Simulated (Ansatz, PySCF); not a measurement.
Another site gives an ion 68965.09 eV lower (`O[SiH2]Br`) at the level CAM-B3LYP-D3(BJ)/def2-TZVPD (PySCF).

Method: Ansatz (a quantum-chemistry and plane-wave program) with frozen-core CCSD(T)/def2-TZVPD // CAM-B3LYP-D3(BJ)/def2-TZVPD.

Ansatz 0.2 input:
```yaml
crystal:
  periodic: [false, false, false]
  atoms:
    - { symbol: C, position_ang: [1.144111, 0.182004, 0.196162] }
    - { symbol: Si, position_ang: [-0.541185, -0.480197, -0.226662] }
    - { symbol: O, position_ang: [-1.646005, 0.721998, -0.465327] }
    - { symbol: H, position_ang: [1.509378, 0.849462, -0.58516] }
    - { symbol: H, position_ang: [1.131272, 0.735039, 1.136922] }
    - { symbol: H, position_ang: [1.858424, -0.637015, 0.303295] }
    - { symbol: H, position_ang: [-0.504106, -1.224555, -1.500782] }
    - { symbol: H, position_ang: [-0.995697, -1.383031, 0.860131] }
    - { symbol: H, position_ang: [-1.95619, 1.236295, 0.281419] }
basis:
  gaussian: { orbitals: def2-TZVPD }
correlation:
  method: ccsd_t
```

Output:

```
Functional definition: HF
1195 factors; integrals over basis functions are off by at most 9.9e-4 eV
mean field evaluation 1: about -11024.5871 eV, gradient 4.1e1 eV
mean field evaluation 2: about -11024.6292 eV, gradient 4.1e1 eV
mean field evaluation 4: about -11028.0202 eV, gradient 3.6e0 eV
mean field evaluation 8: about -11028.0657 eV, gradient 1.9e-1 eV
mean field evaluation 16: about -11027.0387 eV, gradient 2.4e1 eV
mean field -11028.06583607 eV, -405.2739443841 hartree, gradient 2.0e-6 eV, S^2 0.000000; 0 other end points of the search recorded, 0 dependent functions left out
7 core orbitals not correlated
reference -11028.06583607 eV, -405.2739443841 hartree; 10, 10 occupied and 157, 157 virtual orbitals, 1195 factors
second order -14.61584152 eV of doubles, -0.00000000 eV of singles
cycle   1  -15.16280310 eV  change   -5.5e-1 eV  update   8.1e-2
cycle   2  -15.53746817 eV  change   -3.7e-1 eV  update   2.3e-2
cycle   3  -15.61173674 eV  change   -7.4e-2 eV  update   1.1e-2
cycle   4  -15.60634280 eV  change    5.4e-3 eV  update   2.3e-3
cycle   5  -15.60600000 eV  change    3.4e-4 eV  update   9.4e-4
cycle   6  -15.60609259 eV  change   -9.3e-5 eV  update   2.5e-4
cycle   7  -15.60598915 eV  change    1.0e-4 eV  update   9.7e-5
cycle   8  -15.60597579 eV  change    1.3e-5 eV  update   3.0e-5
cycle   9  -15.60598246 eV  change   -6.7e-6 eV  update   1.2e-5
perturbative correction -0.52537322 eV, -0.0193071098 hartree
Total energy: -11044.19719176 eV, -405.8667607714 hartree
```

Cost: very roughly 80 core-seconds.
